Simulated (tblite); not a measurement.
Isomers of C6H11P. Level: GFN2-xTB in tblite, geometry and Hessian alike; calculated harmonic values, unscaled, isolated species. This tight-binding method is rough: wavenumbers can miss measured ones by several per cent, in bad cases by 10 to 20. Modes of hydrogen on phosphorus can be 10 to 20 % off. One conformer each.

Electronic energies: GFN2-xTB at the same geometries; isomer energies are rough at this level and their order can be wrong.

```csv
SMILES,"electronic energy, lowest = 0 (kJ/mol)"
CCCP1C=C1C,142.3
C=C[C@@H]1CP[C@@H]1C,59.8
C1CP(C2CC2)C1,44.5
C#CP(C)C(C)C,137.3
C=CCP(C)C=C,132.3
C=CP1CC[C@H]1C,67.6
C=C[C@@H]1P[C@H]1CC,71.9
CCP1C=CCC1,0.0
```

Task: How do GFN2-xTB zero-point energies change the relative energies?

Result: 
| SMILES | ZPE (kJ/mol) | of it from modes above 1550 cm⁻¹ | electronic (kJ/mol) | with ZPE, lowest = 0 (kJ/mol) | lowest mode (cm⁻¹) | rings |
| --- | --- | --- | --- | --- | --- | --- |
| CCP1C=CCC1 | 400.4 | 206.9 | 0.0 | 0.0 | 65 | 1 |
| C1CP(C2CC2)C1 | 402.6 | 198.8 | 44.5 | 46.6 | 34 | 2 |
| C=C[C@@H]1CP[C@@H]1C | 395.6 | 204.0 | 59.8 | 54.9 | 56 | 1 |
| C=CP1CC[C@H]1C | 398.2 | 207.7 | 67.6 | 65.4 | 52 | 1 |
| C=C[C@@H]1P[C@H]1CC | 394.1 | 204.8 | 71.9 | 65.6 | 66 | 1 |
| C=CCP(C)C=C | 388.2 | 219.8 | 132.3 | 120.0 | 63 | 0 |
| C#CP(C)C(C)C | 390.2 | 212.7 | 137.3 | 127.0 | 56 | 0 |
| CCCP1C=C1C | 394.8 | 208.2 | 142.3 | 136.7 | 45 | 1 |

The zero-point energies span 14.4 kJ/mol, from `C=CCP(C)C=C` to `C1CP(C2CC2)C1`. The order is unchanged.

Task: What do entropy and thermal enthalpy add at 298.15 K and 1 bar (rigid rotor, harmonic oscillator, one conformer each)?

Result: 
```json
{"SMILES": "CCP1C=CCC1", "point group": "C1", "symmetry number": "1", "S (J/(mol K))": "371.4", "H − H(0) (kJ/mol)": "24.12", "ZPE + H − H(0) − TS (kJ/mol)": "313.8"}
{"SMILES": "C1CP(C2CC2)C1", "point group": "Cs", "symmetry number": "1", "S (J/(mol K))": "368.0", "H − H(0) (kJ/mol)": "22.98", "ZPE + H − H(0) − TS (kJ/mol)": "315.9"}
{"SMILES": "C=C[C@@H]1CP[C@@H]1C", "point group": "C1", "symmetry number": "1", "S (J/(mol K))": "369.6", "H − H(0) (kJ/mol)": "23.89", "ZPE + H − H(0) − TS (kJ/mol)": "309.2"}
{"SMILES": "C=CP1CC[C@H]1C", "point group": "C1", "symmetry number": "1", "S (J/(mol K))": "376.2", "H − H(0) (kJ/mol)": "24.93", "ZPE + H − H(0) − TS (kJ/mol)": "310.9"}
{"SMILES": "C=C[C@@H]1P[C@H]1CC", "point group": "C1", "symmetry number": "1", "S (J/(mol K))": "381.3", "H − H(0) (kJ/mol)": "25.26", "ZPE + H − H(0) − TS (kJ/mol)": "305.7"}
{"SMILES": "C=CCP(C)C=C", "point group": "C1", "symmetry number": "1", "S (J/(mol K))": "403.1", "H − H(0) (kJ/mol)": "28.14", "ZPE + H − H(0) − TS (kJ/mol)": "296.1"}
{"SMILES": "C#CP(C)C(C)C", "point group": "C1", "symmetry number": "1", "S (J/(mol K))": "405.1", "H − H(0) (kJ/mol)": "29.30", "ZPE + H − H(0) − TS (kJ/mol)": "298.7"}
{"SMILES": "CCCP1C=C1C", "point group": "C1", "symmetry number": "1", "S (J/(mol K))": "400.3", "H − H(0) (kJ/mol)": "27.49", "ZPE + H − H(0) − TS (kJ/mol)": "303.0"}
```
